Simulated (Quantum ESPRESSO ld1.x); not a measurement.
The numbers below are computed, except where a source is named.
Species: I19+. Configuration: [Ar] 3d10 4s2 4p4. Level of theory: scalar-relativistic Kohn-Sham, LDA (Slater exchange, Perdew-Wang correlation), spin-polarised, spherical densities, point nucleus; open shells are filled with parallel spins first (ld1.x of Quantum ESPRESSO 7.5). Some entries of the table are withheld. Estimate them.

orbital  occ.  eigenvalue (eV)  r(max) (bohr)  <r^2> (bohr^2)
1s up       1         -33473.7          0.018        0.001006
1s down     1         -33472.7          0.018        0.001006
2s up       1         -5612.62          0.099         0.01619
2s down     1         -5611.98          0.099         0.01619
2p up       3         -5094.89          0.080         0.01280
2p down     3         -5094.00          0.080         0.01280
3s up       1         -1523.40          0.284          0.1111
3s down     1         -1522.34          0.284          0.1110
3p up       3         -1355.46          0.277          0.1106
3p down     3         -1354.30          0.277          0.1105
3d up       5         -1106.15          0.229         0.09498
3d down     5         -1105.04          0.229         0.09480
4s up       1         -620.470            (1)          0.5064
4s down     1         -615.911            (2)          0.5069
4p up       3         -561.292            (3)          0.5440
4p down     1         -556.778            (4)          0.5451
4d up       0         -473.582            (5)          0.5904
4d down     0         -469.261            (6)          0.5925
5s up       0         -332.493           1.21           1.595
5s down     0         -330.664           1.22           1.608

Answer. 
(1) 4s up r(max) (bohr): 0.648
(2) 4s down r(max) (bohr): 0.648
(3) 4p up r(max) (bohr): 0.669
(4) 4p down r(max) (bohr): 0.663
(5) 4d up r(max) (bohr): 0.680
(6) 4d down r(max) (bohr): 0.680
